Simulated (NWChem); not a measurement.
Species: GaF, singlet; SMILES [F][Ga]

```xyz
2

Ga     0.0000     0.0000    -0.3983
F      0.0000     0.0000     1.3878
```
Atoms are numbered in this order, from 1.

All runs: NWChem. Pople sets run with spherical d functions. Low-valent species are run as closed-shell singlets; no triplet was tried in these runs. Structure relaxed at the B3LYP/6-31G* (spherical d) level. Static field.

```
level            basis functions  isotropic polarisability (bohr³)  anisotropy (bohr³)
---------------  ---------------  --------------------------------  ------------------
PBE/6-31G*                    46                              29.7                 2.2
PBE/def2-SVP                  46                              29.4                 1.7
PBE/def2-SVPD                 61                              33.3                 4.3
PBE/def2-TZVP                 79                              31.5                 3.4
PBE/aug-cc-pVDZ               59                              33.3                 5.1
PBE/def2-TZVPD                94                              34.1                 4.7
PBE/aug-cc-pVTZ              105                              34.0                 4.5
```
